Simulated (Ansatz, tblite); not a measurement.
Isomers of GeS3⁻ (doublet), found by a short tight-binding search and relaxed with PBE0-D4/def2-SVPD in Ansatz.

The xTB rows come from tblite. Correlated methods freeze 24 core orbitals; core or outer-core shells of Ge are correlated, in sets that lack core-valence functions. In CCSD on the charge -1 doublet the largest single amplitude is 0.31, so its Hartree–Fock determinant may place the open shell otherwise than the density functionals do.

Other spin states were run for one of them alone.

A:

```xyz
4

Ge   -1.1557   -0.1342    1.1305
S     0.8443    1.2094    0.4302
S    -1.3778   -1.6339   -0.3094
S     1.6891    0.5586   -1.2513
```

B:

```
atom   x (Å)   y (Å)   z (Å)
 Ge1   0.075  -0.103  -0.141
  S2   0.565   1.841   0.604
  S3  -1.532  -0.506   1.213
  S4   0.892  -1.232  -1.676
```

Question: Estimate their order by electronic energy at ωB97X-V/def2-TZVPD, counted from the lowest.

Answer: B (0.00) < A (0.66), in eV.

Question: Do the other levels pick the same lowest one?

Answer: All that were run do. Energies above each level's lowest (eV):

```csv
level,A,B
GFN1-xTB,2.04,0.00
GFN2-xTB,0.18,0.00
HF/def2-SVPD,0.91,0.00
PBE-D4/def2-TZVPD,0.62,0.00
r2SCAN-D4/def2-TZVPD,0.80,0.00
PBE0-D4/def2-TZVPD,0.70,0.00
BHLYP-D4/def2-TZVPD,0.64,0.00
ωB97X-V/def2-TZVPD,0.66,0.00
MP2/def2-SVPD,0.88,0.00
CCSD/def2-SVPD,0.86,0.00
CCSD(T)/def2-SVPD,0.89,0.00
```
Point groups (tolerance 0.1 Å): A Cs, B C2v. Lower isomers may exist.
